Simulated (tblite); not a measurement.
A geometry optimisation, step by step.

Species: C4H10B2Si.
Atom-mapped SMILES: `[BH2:1][SiH2:2][BH:3][CH2:4][C:5]#[C:6][CH3:7]` (hydrogens: H8, H9 on B1; H10, H11 on Si2; H12 on B3; H13, H14 on C4; H15, H16, H17 on C7)

Computed with GFN2-xTB (tblite), gas phase: L-BFGS steps from a force-field or distance-geometry start until the largest atomic force falls under 0.01 eV/Å. 5 of its 184 geometries are shown.

Step 0: E = -482.3996 eV, largest atomic force 1.025 eV/Å
```
atom  x, y, z in Å  |  force x, y, z in eV/Å
B1      3.011    0.458    0.596    0.034   0.061   0.200
Si2     1.762    0.910   -0.840    0.175  -0.156   0.427
B3      0.852   -0.708   -1.404   -0.119  -0.081  -0.338
C4     -0.014   -1.560   -0.390   -0.017  -0.411   0.094
C5     -1.144   -0.783    0.128   -0.228   0.151   0.151
C6     -2.076   -0.133    0.532    0.307  -0.160  -0.133
C7     -3.194    0.661    1.034   -0.066  -0.127   0.402
H8      2.605   -0.019    1.599    0.247   0.116  -0.208
H9      4.163    0.660    0.462   -0.148  -0.175   0.179
H10     0.778    1.879   -0.333   -0.016   0.217  -0.109
H11     2.505    1.478   -1.965   -0.029   0.393  -0.251
H12     0.957   -1.072   -2.523   -0.044  -0.130   0.181
H13     0.623   -1.875    0.479   -0.540   0.158  -0.567
H14    -0.395   -2.473   -0.896    0.012   0.315   0.533
H15    -4.078    0.519    0.381    0.456   0.108   0.398
H16    -3.447    0.334    2.080    0.171   0.332  -0.955
H17    -2.915    1.736    1.050   -0.195  -0.613  -0.005
```

Step 46: E = -482.5909 eV, largest atomic force 0.083 eV/Å
```
atom  x, y, z in Å  |  force x, y, z in eV/Å
B1      2.973    0.489    0.565    0.042  -0.002  -0.019
Si2     1.631    0.977   -0.773   -0.017   0.026   0.050
B3      0.996   -0.787   -1.359   -0.009   0.003  -0.040
C4     -0.074   -1.568   -0.503    0.007   0.022   0.024
C5     -1.129   -0.762    0.086   -0.043  -0.041  -0.015
C6     -2.033   -0.112    0.529   -0.023  -0.011  -0.015
C7     -3.126    0.686    1.048    0.032   0.030   0.006
H8      2.724    0.387    1.705   -0.035   0.008  -0.047
H9      4.048    0.166    0.232    0.019   0.011   0.023
H10     0.543    1.829   -0.252    0.000   0.033  -0.005
H11     2.167    1.796   -1.883    0.011  -0.011  -0.008
H12     1.503   -1.370   -2.244    0.028  -0.007   0.005
H13     0.519   -1.992    0.323   -0.032  -0.076   0.011
H14    -0.531   -2.418   -1.024    0.000   0.044   0.028
H15    -4.005    0.568    0.414    0.010  -0.026   0.045
H16    -3.371    0.386    2.067   -0.022  -0.055  -0.019
H17    -2.845    1.738    1.060    0.029   0.053  -0.022
```

Step 92: E = -482.6144 eV, largest atomic force 0.038 eV/Å
```
atom  x, y, z in Å  |  force x, y, z in eV/Å
B1      2.981    0.641    0.596   -0.007   0.003   0.005
Si2     1.649    0.941   -0.803    0.009   0.007   0.007
B3      1.084   -0.888   -1.255    0.018   0.001  -0.009
C4     -0.172   -1.597   -0.617    0.002  -0.024  -0.013
C5     -1.177   -0.766    0.021   -0.004   0.003   0.003
C6     -2.039   -0.104    0.526    0.007   0.003  -0.004
C7     -3.081    0.702    1.130    0.006   0.004   0.004
H8      2.662    0.429    1.703   -0.005   0.016   0.006
H9      4.123    0.554    0.353   -0.007   0.000  -0.004
H10     0.527    1.809   -0.388    0.006   0.003  -0.006
H11     2.184    1.666   -1.981   -0.014  -0.022   0.018
H12     1.763   -1.572   -1.932   -0.032   0.013   0.016
H13     0.220   -2.299    0.135    0.001   0.018   0.001
H14    -0.676   -2.232   -1.355   -0.010  -0.006  -0.014
H15    -4.000    0.616    0.548    0.015   0.000   0.019
H16    -3.276    0.364    2.149    0.000  -0.005  -0.017
H17    -2.780    1.749    1.159    0.016  -0.012  -0.012
```

Step 137: E = -482.6225 eV, largest atomic force 0.037 eV/Å
```
atom  x, y, z in Å  |  force x, y, z in eV/Å
B1      2.885    0.798    0.689    0.015  -0.019   0.005
Si2     1.614    0.871   -0.796    0.010   0.021   0.006
B3      1.103   -0.982   -1.216    0.004  -0.012  -0.008
C4     -0.236   -1.667   -0.741   -0.001   0.001  -0.012
C5     -1.194   -0.836   -0.037    0.013   0.019   0.013
C6     -1.985   -0.135    0.529    0.006  -0.014   0.004
C7     -2.944    0.718    1.198   -0.003   0.012  -0.009
H8      2.533    0.784    1.805   -0.016   0.001  -0.007
H9      4.036    0.690    0.500   -0.016   0.000   0.002
H10     0.453    1.742   -0.518   -0.006  -0.007  -0.013
H11     2.201    1.523   -1.993   -0.007  -0.013  -0.002
H12     1.837   -1.683   -1.811    0.000   0.006   0.004
H13     0.011   -2.529   -0.106    0.003   0.009   0.005
H14    -0.743   -2.101   -1.613    0.016  -0.008  -0.010
H15    -3.895    0.690    0.667   -0.036  -0.002   0.009
H16    -3.102    0.386    2.224    0.003  -0.016   0.003
H17    -2.582    1.745    1.211    0.016   0.022   0.009
```

Step 183: E = -482.6429 eV, largest atomic force 0.008 eV/Å
```
atom  x, y, z in Å  |  force x, y, z in eV/Å
B1      2.175    0.974    0.839    0.000  -0.002  -0.003
Si2     1.655    0.792   -1.035   -0.001  -0.001  -0.001
B3      1.174   -1.094   -1.325    0.003   0.002  -0.001
C4     -0.235   -1.673   -0.921    0.000   0.000   0.002
C5     -1.071   -0.829   -0.087    0.006  -0.004  -0.004
C6     -1.747   -0.137    0.620   -0.002   0.004   0.003
C7     -2.566    0.704    1.468    0.002   0.000   0.000
H8      1.398    1.276    1.659   -0.001  -0.004   0.002
H9      3.258    0.716    1.202   -0.002   0.002   0.003
H10     0.547    1.691   -1.428   -0.004   0.000   0.001
H11     2.725    1.213   -1.973   -0.002   0.002   0.001
H12     1.931   -1.862   -1.793   -0.001   0.000   0.000
H13    -0.145   -2.656   -0.440    0.000  -0.002   0.001
H14    -0.775   -1.865   -1.860    0.000  -0.003  -0.003
H15    -3.583    0.754    1.079    0.003   0.002   0.001
H16    -2.597    0.298    2.480    0.000   0.003  -0.002
H17    -2.152    1.712    1.505    0.000   0.001  -0.001
```

Q: Summarise the path.

A: The energy falls by 5.61 kcal/mol from step 0 to step 183; nine tenths of that is first reached at step 108. It rises by more than 0.2 meV at step 2. The largest force goes from 1.025 to 0.008 eV/Å. Among the bonds C7–H16 changes most, from 1.126 to 1.090 Å; the atoms move by 0.982 Å rms after alignment.

Q: Follow the three bonds and two angles with the largest change from start to end.

A: 
```
step  E above end (kcal/mol)  largest force (eV/Å)  C7–H16 (Å)  Si2–B3 (Å)  C4–H13 (Å)  H10–Si2–H11 (°)  B3–C4–C5 (°)
   0                    5.61                 1.025       1.126       1.941       1.123            110.4         111.3
   8                    2.63                 0.165       1.090       1.969       1.095            103.6         111.3
  16                    2.45                 0.063       1.090       1.969       1.097            101.0         111.3
  24                    2.22                 0.110       1.090       1.976       1.098            101.8         112.3
  32                    1.88                 0.168       1.090       1.975       1.100            102.8         114.0
  40                    1.42                 0.131       1.091       1.970       1.103            102.7         115.8
  48                    1.15                 0.095       1.091       1.965       1.102            102.7         116.2
  56                    1.04                 0.033       1.090       1.967       1.102            102.2         115.9
  64                    0.98                 0.068       1.090       1.963       1.102            101.7         115.9
  72                    0.90                 0.060       1.090       1.964       1.101            102.0         116.7
  80                    0.74                 0.062       1.090       1.965       1.101            101.7         118.0
  88                    0.67                 0.023       1.090       1.966       1.100            102.0         118.1
  95                    0.64                 0.037       1.090       1.966       1.100            101.9         118.0
 103                    0.59                 0.037       1.090       1.967       1.100            102.0         117.7
 111                    0.54                 0.037       1.091       1.968       1.100            101.9         117.8
 119                    0.51                 0.041       1.090       1.968       1.099            101.5         117.5
 127                    0.49                 0.025       1.090       1.967       1.100            102.0         117.4
 135                    0.48                 0.023       1.090       1.968       1.099            101.7         117.3
 143                    0.41                 0.048       1.090       1.969       1.099            101.9         117.1
 151                    0.23                 0.102       1.091       1.967       1.097            101.2         117.4
 159                    0.13                 0.034       1.090       1.966       1.097            101.6         117.0
 167                    0.07                 0.036       1.090       1.967       1.097            101.4         116.6
 175                    0.03                 0.035       1.090       1.968       1.097            101.3         116.4
 183                    0.00                 0.008       1.090       1.968       1.097            101.5         116.6
```

What follows is the cost of the whole relaxation. On one thread, Arm Neoverse N1 (aarch64), no GPU, shared host with 64 logical CPUs at a one-minute load of 59, this took 2.1 s wall.
